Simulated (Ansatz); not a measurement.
One change: `[OH][In]([OH])[F]` becomes `[OH][InH][F]`.

Ansatz, PBE0-D4/def2-TZVP geometries, multiplicity 1. Each molecule was computed in one conformer, which needn't be the lowest.

Elements past krypton have def2 core potentials.

```csv
property,`[OH][In]([OH])[F]`
LUMO energy (ωB97M-V/def2-TZVPP) / eV,-0.40
HOMO energy (B3LYP/def2-TZVPP) / eV,-8.81
HOMO–LUMO gap (ωB97M-V/def2-TZVPP) / eV,11.15
LUMO energy (PBE0/def2-TZVPP) / eV,-2.33
HOMO–LUMO gap (PBE0/def2-TZVPP) / eV,6.73
size of the dipole moment (PBE/def2-TZVPP) / D,2.05
```

Problem. What does the change do to each property? (Estimate.)

Solution. Computed: 
```csv
property,`[OH][InH][F]`,shift
LUMO energy (ωB97M-V/def2-TZVPP) / eV,0.05,0.45
HOMO energy (B3LYP/def2-TZVPP) / eV,-8.65,0.16
HOMO–LUMO gap (ωB97M-V/def2-TZVPP) / eV,11.38,0.23
LUMO energy (PBE0/def2-TZVPP) / eV,-1.41,0.92
HOMO–LUMO gap (PBE0/def2-TZVPP) / eV,7.49,0.76
size of the dipole moment (PBE/def2-TZVPP) / D,3.91,1.86
```

With PBE0 the HOMO rises by 0.17 eV and the LUMO rises by 0.92 eV, so the gap widens by about 0.75 eV. PBE moves the HOMO by 0.10 eV and ωB97M-V by 0.22 eV. Dipoles are sizes alone; their direction can turn.

B3LYP here is the variant with VWN-RPA as its local correlation; programs differ in this.
